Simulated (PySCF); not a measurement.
Compound: C₂H₄BBr.
SMILES: `B/C=C\Br`

The calculation used PySCF, PBE0-D3(BJ)/def2-SVP geometry optimisation, gas phase.

Take the most abundant isotopes and a rigid rotor. 

(1) What are A, B and C (MHz)?

(2) Classify the top.

(3) What does the inertial defect say?

(4) Give the coordinates in the principal-axis frame, origin at the centre of mass.

(5) Which lines would a microwave search look for?

## Answers

(1) Ia = 35.80, Ib = 197.81, Ic = 233.60 u·Å²; 505379 MHz·u·Å²/I gives A = 14117, B = 2555, C = 2163 MHz.

(2) A near-prolate asymmetric top: κ = (2 × 2555 − 14117 − 2163)/(14117 − 2163) = -0.93.

(3) Planar: Δ = Ic − Ia − Ib = -0.01 u·Å². For a rigid frame Δ = −2 Σ m c², so it vanishes when all atoms lie in the ab plane; here none is more than 0.05 Å from it.

(4) The sense of each axis is arbitrary; atoms in the order of the calculation.
```
atom  mass (u)   a (Å)   b (Å)   c (Å)
  B1    11.009  -2.445   0.924   0.000
  C2    12.000  -1.958  -0.539  -0.002
  C3    12.000  -0.682  -0.969  -0.001
 Br4    78.918   0.849   0.105   0.001
  H5     1.008  -3.629   1.161   0.050
  H6     1.008  -1.656   1.835  -0.048
  H7     1.008  -2.688  -1.358  -0.001
  H8     1.008  -0.412  -2.030   0.000
```

(5) The dipole components are |μa| = 0.01 D, |μb| = 1.50 D, |μc| = 0.00 D. Intensities carry the squares of the components, which stand as 0.00 : 1.00 : 0.00 (a : b : c). Some of the stronger lines:

| type | branch | J(Ka,Kc) | MHz | lower level (cm⁻¹) |
| --- | --- | --- | --- | --- |
| b | R | 3(0,3) ← 2(1,2) | 2935 | 0.845 |
| b | Q | 1(1,0) ← 1(0,1) | 11954 | 0.157 |
| b | Q | 2(1,1) ← 2(0,2) | 12355 | 0.472 |
| b | Q | 3(1,2) ← 3(0,3) | 12975 | 0.943 |
| b | R | 1(1,1) ← 0(0,0) | 16281 | 0.000 |
| b | R | 2(1,2) ← 1(0,1) | 20608 | 0.157 |
| b | R | 3(1,3) ← 2(0,2) | 24742 | 0.472 |
| b | Q | 3(2,1) ← 3(1,2) | 34155 | 1.375 |
| b | Q | 2(2,0) ← 2(1,1) | 34697 | 0.884 |
| b | Q | 2(2,1) ← 2(1,2) | 35862 | 0.845 |
| b | Q | 3(2,2) ← 3(1,3) | 36455 | 1.297 |
| b | R | 2(2,1) ← 1(1,0) | 44515 | 0.556 |
| b | R | 2(2,0) ← 1(1,1) | 44917 | 0.543 |
| b | R | 3(2,2) ← 2(1,1) | 48842 | 0.884 |
| b | R | 3(2,1) ← 2(1,2) | 50065 | 0.845 |
| b | Q | 3(3,0) ← 3(2,1) | 58748 | 2.515 |
| b | Q | 3(3,1) ← 3(2,2) | 58797 | 2.513 |
| b | R | 3(3,1) ← 2(2,0) | 72942 | 2.041 |
| b | R | 3(3,0) ← 2(2,1) | 72952 | 2.041 |

Stationary, but not proved a minimum. Zero-point vibration and centrifugal distortion are left out. Quadrupole hyperfine structure (11B, 79Br) is left out.

Hardware: one thread of an Arm Neoverse V2 (shared host). Cost: 20 s, 0.38 GiB resident at most. These figures are those of the optimisation.
